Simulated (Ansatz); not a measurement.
Species: sum formula H$_{3}$SiO$_{2}$F$_{2}$ (charge +1, singlet). It need not be the lowest isomer of its formula. 
Structure (B3LYP-D3(BJ)/def2-TZVP (Ansatz, an electronic-structure program) minimum search):
```
Si
F 1 1.5519
F 1 1.5523 2 111.19
O 1 1.5754 2 118.54 3 -143.91
H 4 0.9638 1 129.37 2 44.60
O 1 1.7768 2 104.64 3 107.97
H 6 0.9741 1 124.70 2 -80.38
H 6 0.9744 7 112.83 1 170.31
```
Charge +1, spin multiplicity 1.

Basis-set convergence of Hartree-Fock and MP2 correlation energies (hartree) with Ansatz. Cores are frozen in the correlated levels unless marked. No spin-orbit coupling. No relativistic terms.

```
basis        functions       E(HF)  E(corr, MP2)
-----------  ---------  ----------  ------------
cc-pV(D+d)Z         94  -639.23830      -0.84028
cc-pV(T+d)Z        201  -639.41053      -1.09058
cc-pV(Q+d)Z        374  -639.44725      -1.18429
cc-pV(5+d)Z        629  -639.45584      -1.22375
```

Extrapolating the two largest sets (X = 4 and 5) as X^-3: E(corr) = (125·(-1.22375) - 64·(-1.18429))/61 = -1.2652 Eh, an estimate of the basis-set limit. The largest set recovers 96.7 % of it, the smallest 66.4 %.
